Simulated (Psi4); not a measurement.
Calculation: SAPT0/jun-cc-pVDZ, frozen core (Psi4).

Psi4 input:

```
molecule {
0 1
Si -0.88161051 0.10422203 -0.02208115
C 0.98099874 -0.11597154 0.02457704
H -1.48813859 -0.79082167 -1.03776124
H -1.23372804 1.50388872 -0.36491041
H -1.47877413 -0.21647602 1.29743888
H 1.24480435 -1.14466597 0.27648765
H 1.43167587 0.54082030 0.77075404
H 1.42477233 0.11900415 -0.94450481
--
0 1
F -0.79894736 -3.27284178 0.81975078
H -1.12248914 -2.43122392 0.61564159
units angstrom
symmetry c1
no_reorient
no_com
}
set basis jun-cc-pvdz
set scf_type df
set freeze_core true
energy('sapt0')
```

Part of the output:

```
    SAPT Results
  --------------------------------------------------------------------------------------------------------
    Electrostatics                  1.12282734 [mEh]       0.70458479 [kcal/mol]       2.94798277 [kJ/mol]
      Elst10,r                      1.12282734 [mEh]       0.70458479 [kcal/mol]       2.94798277 [kJ/mol]

    Exchange                        3.62737777 [mEh]       2.27621392 [kcal/mol]       9.52367903 [kJ/mol]
      Exch10                        3.62737777 [mEh]       2.27621392 [kcal/mol]       9.52367903 [kJ/mol]
      Exch10(S^2)                   3.62014891 [mEh]       2.27167774 [kcal/mol]       9.50469966 [kJ/mol]

    Induction                      -1.83618319 [mEh]      -1.15222235 [kcal/mol]      -4.82089830 [kJ/mol]
      Ind20,r                      -2.42787189 [mEh]      -1.52351261 [kcal/mol]      -6.37437676 [kJ/mol]
      Exch-Ind20,r                  0.99128942 [mEh]       0.62204350 [kcal/mol]       2.60263001 [kJ/mol]
      delta HF,r (2)               -0.39960072 [mEh]      -0.25075324 [kcal/mol]      -1.04915155 [kJ/mol]

    Dispersion                     -1.54401272 [mEh]      -0.96888261 [kcal/mol]      -4.05380484 [kJ/mol]
      Disp20                       -1.69213365 [mEh]      -1.06182989 [kcal/mol]      -4.44269627 [kJ/mol]
      Exch-Disp20                   0.14812092 [mEh]       0.09294728 [kcal/mol]       0.38889143 [kJ/mol]
      Disp20 (SS)                  -0.84606682 [mEh]      -0.53091495 [kcal/mol]      -2.22134814 [kJ/mol]
      Disp20 (OS)                  -0.84606682 [mEh]      -0.53091495 [kcal/mol]      -2.22134814 [kJ/mol]
      Exch-Disp20 (SS)              0.08365434 [mEh]       0.05249389 [kcal/mol]       0.21963444 [kJ/mol]
      Exch-Disp20 (OS)              0.06446658 [mEh]       0.04045339 [kcal/mol]       0.16925699 [kJ/mol]

  Total HF                          2.91402192 [mEh]       1.82857636 [kcal/mol]       7.65076351 [kJ/mol]
  Total SAPT0                       1.37000920 [mEh]       0.85969375 [kcal/mol]       3.59695866 [kJ/mol]
```
